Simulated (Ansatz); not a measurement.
Mulliken charges of Cl$_{2}$GaHS, SMILES `[SH][Ga]([Cl])[Cl]` from r2SCAN/def2-TZVPP in Ansatz (PBE0-D4/def2-TZVP geometry).

| atom | x (Å) | y (Å) | z (Å) | charge (e) |
| --- | --- | --- | --- | --- |
| S1 | 0.073 | 1.687 | 0.392 | -0.203 |
| Ga2 | 0.277 | -0.453 | 0.066 | 0.557 |
| Cl3 | 1.930 | -1.505 | 0.877 | -0.235 |
| Cl4 | -1.158 | -1.543 | -1.063 | -0.240 |
| H5 | -1.072 | 1.740 | -0.312 | 0.122 |

Q: By hand: the dipole of these point charges (1 e Å = 4.8032 D).

A: Σ q r = (-0.167, 0.341, -0.032) e Å, of length 0.381 e Å = 1.83 D.

Q: How does the dipole of the full density compare? (An estimate is asked.)

A: Computed: (-0.158, 0.251, -0.045) e Å, 1.44 D; the point charges give 1.27 times that, at 7° from its direction.

Point charges leave out the atoms' own dipoles, such as those of lone pairs, and Mulliken's split depends on the basis, so the two needn't agree.
